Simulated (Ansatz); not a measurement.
Cost and result for the atomization energy of BFH6Si2 (`FB[SiH2][SiH3]`) (10 atoms, 9 bonds).

Z-matrix (Å, degrees):
```
Si
B 1 2.027
Si 1 2.347 2 107.7
H 1 1.490 2 110.2 3 117.4
H 1 1.489 2 112.9 3 -120.2
F 2 1.322 1 120.3 3 95.1
H 2 1.203 1 123.3 3 -82.0
H 3 1.487 1 110.0 2 -62.2
H 3 1.488 1 110.0 2 57.4
H 3 1.487 1 110.7 2 177.5
```

The species carries charge 0 and has multiplicity 1. Geometry: relaxed with PBE0-D4/def2-TZVP. It is one conformer, not always the lowest. Program: Ansatz. All runs use 2 threads of an Arm Neoverse V1 on a shared host. Times are those of one run each, without the atoms' runs, and a repeat can differ threefold. Electronic energies, without spin–orbit coupling; frozen cores. CCSD(T)/CBS adds CCSD(T) − MP2 in def2-TZVPP to the MP2 limit, and its time is that of the two runs behind it. T1 = 0.015. B3LYP takes the VWN-RPA correlation (the form of Gaussian; ORCA's B3LYP/G).

CCSD(T)/CBS is a level of theory with its own doubt, some kJ/mol a heavy atom from the limit and from the frozen cores, so smaller differences don't rank the functionals.

| level | functions | wall time | atomization (kcal/mol) | difference from CCSD(T)/CBS | per bond |
| --- | --- | --- | --- | --- | --- |
| revPBE-D4/def2-TZVPP | 230 | 3.6 s | 747.5 | -13.0 | -1.4 |
| CCSD(T)/def2-SVP | 94 | 4.8 s | 718.0 | -42.5 | -4.7 |
| BHLYP-D4/def2-TZVPP | 230 | 5.5 s | 751.2 | -9.3 | -1.0 |
| CAM-B3LYP-D4/def2-TZVPP | 230 | 6.5 s | 765.6 | 5.1 | 0.6 |
| B3LYP-D4/def2-TZVPP (with forces) | 230 | 8 s | 762.1 | 1.6 | 0.2 |
| r2SCANh-D4/def2-TZVPP | 230 | 8.5 s | 760.9 | 0.4 | 0.1 |
| B2PLYP/def2-TZVPP | 230 | 9 s | 752.4 | -8.1 | -0.9 |
| PBE-QIDH/def2-TZVPP | 230 | 9.5 s | 753.2 | -7.3 | -0.8 |
| ωB97X-V/def2-TZVPP | 230 | 14 s | 767.6 | 7.1 | 0.8 |
| B97M-V/def2-TZVPP | 230 | 16 s | 767.4 | 6.9 | 0.8 |
| MP2/def2-QZVPP | 434 | 40 s | 754.7 | -5.8 | -0.6 |
| CCSD(T)/def2-TZVPP | 230 | 2.1 min | 742.9 | -17.6 | -2.0 |
| CCSD(T)/CBS(def2) | – | 2.8 min | 760.5 | 0.0 | 0.0 |

In def2-TZVPP, CCSD(T) changes the Hartree–Fock value by +152.8 kcal/mol (the triples alone add +7.3 kcal/mol) and MP2 by +154.2 kcal/mol; breaking electron pairs costs correlation energy, which Hartree–Fock lacks. The D4 term adds +7.2 kcal/mol with B3LYP and +3.8 kcal/mol with PBE0; it sums over pairs of atoms, weighted by their polarisabilities, and B3LYP, whose exchange is more repulsive, gets the larger term. From BLYP to BHLYP (50 % exact exchange), in def2-TZVPP and without D4, the atomization energy moves by −0.9 kcal/mol: exact exchange takes away binding that semilocal exchange gives to molecules.
